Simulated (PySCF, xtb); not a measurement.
C4H12NSi, SMILES CN(C)[Si](C)C (connectivity only; charge and spin as stated), charge +1, multiplicity 1.

xtb with GFN2-xTB at its own geometry gives an orbital gap of 3.45 eV.

The structure is a stationary point at B3LYP-D3(BJ)/def2-SVP. The spin state was assumed, not searched. The isomer is the one that the SMILES or the coordinates give; other isomers of the formula were not compared. Other conformers were not sampled.

Question: What does HF/def2-TZVP (PySCF) give? (An estimate is asked for; the answer gives what the named calculation found.)

Answer: gap 12.39 eV (levels -15.21 and -2.82 eV).
